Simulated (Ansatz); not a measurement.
Relaxation of BH9SSi3 (14 atoms, charge 0, multiplicity 1), to a largest force component of 0.015 eV/Å in at most 40 steps.

These are results of RKS BLYP/def2-SVP in Ansatz 0.2.0, not measurements.

```xyz
14
Properties=species:S:1:pos:R:3:forces:R:3
B -0.664 2.154 0.970 -1.72 0.70 0.23
S -0.988 0.745 2.125 0.19 0.38 0.33
Si -1.564 -0.585 0.517 1.38 0.10 0.41
Si 0.354 -1.635 -0.240 -1.60 -1.09 0.39
Si 1.753 -0.174 -1.052 0.78 1.39 0.21
H -1.611 2.934 0.692 0.58 -0.62 0.18
H 0.384 2.404 0.506 0.93 0.01 -0.23
H -2.429 -1.575 1.047 -1.21 -1.00 0.70
H -2.184 0.160 -0.523 -0.82 0.81 -1.19
H -0.116 -2.561 -1.291 -0.04 -0.44 -0.41
H 0.890 -2.410 0.876 0.36 -0.42 0.54
H 1.109 0.694 -2.016 -0.45 0.53 -0.78
H 2.202 0.691 0.055 0.32 0.23 0.32
H 2.850 -0.870 -1.638 1.29 -0.57 -0.70
```

Question: Where does it end, and by what steps?

Answer: The forces met the threshold. The force dipped under the threshold on the way, but the program's further checks kept it going. After 38 steps the energy has fallen by 1.307 eV; H7 moved furthest, 1.75 Å.

```
step  energy less start (eV)  largest force component (eV/Å)  accepted
   0                  0.0000                           1.720       yes
   2                 -0.6117                           0.415       yes
   4                 -0.7622                           0.721       yes
   6                 -0.9787                           0.868       yes
   8                 -1.1662                           1.435       yes
  10                 -1.2816                           0.155       yes
  12                 -1.2967                           0.102       yes
  14                 -1.3000                           0.025       yes
  16                 -1.3012                           0.084       yes
  18                 -1.3019                           0.132       yes
  20                 -1.3022                           0.062       yes
  22                 -1.3033                           0.073       yes
  24                 -1.3047                           0.086       yes
  26                 -1.3039                           0.059        no
  28                 -1.3050                           0.126        no
  30                 -1.3061                           0.018       yes
  32                 -1.3064                           0.031       yes
  34                 -1.3067                           0.035       yes
  36                 -1.3067                           0.070        no
  38                 -1.3070                           0.006       yes
```

```xyz
14
Properties=species:S:1:pos:R:3
B -0.613 2.293 1.224
S -1.219 0.875 2.140
Si -1.689 -0.594 0.543
Si 0.277 -1.670 -0.239
Si 1.819 -0.210 -1.295
H -0.544 2.297 0.016
H -0.283 3.248 1.888
H -2.610 -1.591 1.185
H -2.423 0.101 -0.566
H -0.136 -2.741 -1.215
H 0.936 -2.344 0.933
H 1.171 0.465 -2.469
H 2.298 0.838 -0.333
H 3.004 -0.996 -1.781
```

Run time: 62 s on 2 threads of Intel(R) Xeon(R) 6975P-C (Granite Rapids), with other jobs on the host, peak memory 0.2 GiB.
